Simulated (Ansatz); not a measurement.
Process, species as SMILES: C[Si](C)(Br)Br [dibromo(dimethyl)silane] + 4 [H][H] (H2) → 2 Br (HBr) + 2 C (CH4) + [SiH4] (SiH4)
Structures are relaxed separately at B3LYP-D3(BJ)/def2-TZVP in Ansatz (a quantum-chemistry and plane-wave program).

Quantity: energy of full hydrogenation (electronic energy difference), in kcal/mol. Valence correlation only, unless marked. Spin-orbit coupling is left out. The frozen core is the preceding noble-gas configuration, with the filled d and f shells of earlier blocks. No relativistic terms. CBS(X,Y): correlation extrapolated as X^-3; Hartree-Fock from the larger set.

```json
[
 {"level": "HF/6-31G", "program": "Ansatz", "energy of full hydrogenation (kcal/mol)": "4.5"}
]
```

Predict the CCSD(T)/CBS(def2-TZVPPD,def2-QZVPPD) result (Ansatz).

29.1 kcal/mol, so HF/6-31G differs from it by -24.6 kcal/mol.
